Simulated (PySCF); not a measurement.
## Computed data sheet: `CCCBNB`

C3H11B2N.
Bonds: B1–N2, N2–B3, B3–C4, C4–C5, C5–C6. Hydrogens: H7, H8 on B1; H9 on N2; H10 on B3; H11, H12 on C4; H13, H14 on C5; H15, H16, H17 on C6.

Some functional groups and rings: three-coordinate boron.

**PBE0-D3(BJ)/def2-SVP geometry optimisation, gas phase (PySCF)**

| Property | Result |
| --- | --- |
| Point group | C1 |
| Rotational constants A, B, C | 17.711, 1.171, 1.132 GHz |

B3LYP/def2-SVPD ground state, ΔSCF and vertical TDDFT (core frozen in the response) (PySCF):

| Property | Result |
| --- | --- |
| Dipole moment | 1.52 D |
| HOMO energy | -8.38 eV |
| LUMO energy | -1.23 eV |
| HOMO–LUMO gap | 7.15 eV |
| Lowest singlet excitation | 5.96 eV (208 nm, f = 0.000) |
| Strongest line among the 10 lowest singlet transitions | S3 at 6.90 eV (180 nm, f = 0.153) |
| Lowest triplet excitation (Tamm–Dancoff) | 5.55 eV |
| Static isotropic polarisability | 77.3 au |
| Vertical ionisation energy | 10.43 eV |
| Electronic spatial extent ⟨r²⟩ about the centre of nuclear charge | 1054 bohr² |

**CAM-B3LYP/pcSseg-2 ground state and GIAO shieldings, non-relativistic (PySCF)**

| Item | Value |
| --- | --- |
| 13C chemical shifts (computed TMS as zero) by class | 31.8 (C4), 24.1 (C5), 20.3 (C6) ppm |
| 1H chemical shifts (computed TMS as zero) by class | 6.84 (H9), 5.67 (H10), 5.47 (H7/H8), 1.61 (H13/H14), 1.05 (H15/H16/H17), 0.87 (H11/H12) ppm |
| Isotropic shieldings of nuclei other than C and H, by class | 36 (B3), 43 (B1), 71 (N2) ppm |

B3LYP/pcJ-1 indirect spin-spin coupling, non-relativistic, gas phase; spin–dipole term left out for some pairs (PySCF):

| Quantity | Value |
| --- | --- |
| Largest of the computed one-bond spin–spin couplings (means over like bonds) | 11B–1H +144.6 (B1–H7 and 1 like it), 11B–1H +141.3 (B3–H10), 13C–1H +131.2 (C6–H15 and 2 like it), 13C–1H +131.0 (C5–H13 and 1 like it), 13C–1H +117.8 (C4–H11 and 1 like it), 15N–1H -74.5 (N2–H9), 13C–11B +56.2 (C4–B3), 13C–13C +37.1 (C5–C6) Hz |

Monoisotopic mass from the formula: 83.1078 u.

The principal polarisabilities are 60.4, 71.6 and 99.8 au; their mean is the isotropic value. S1 lies 1.19 eV below the HOMO–LUMO gap; its leading configuration is HOMO→LUMO, weight 0.95. The rotational constants make it an asymmetric top with κ = (2B − A − C)/(A − C) = -1.00, nearer the prolate limit (−1). The largest Löwdin shares of the HOMO are 0.27 on C4, 0.24 on B3, 0.09 on H10 and 0.08 on C6. The vertical singlet–triplet gap S1 − T1 is 0.41 eV (TDDFT singlet less Tamm–Dancoff triplet; S1: HOMO→LUMO, weight 0.95; T1: HOMO→LUMO, weight 0.82). The ΔSCF ionisation energy exceeds −ε(HOMO) by 2.05 eV with B3LYP.

One conformer (not necessarily the lowest) at the PBE0-D3(BJ)/def2-SVP geometry, without solvent or vibrations. NMR classes are plain means over equivalent atoms (diastereotopic ones count apart unless rotation or inversion swaps them), as if these changed places fast; in this geometry the members of some classes differ.

The values belong to the conformer `[BH2:1][NH:2][BH:3][CH2:4][CH2:5][CH3:6]`: B1–N2–B3–C4 178°, N2–B3–C4–C5 152°, B3–C4–C5–C6 176°.
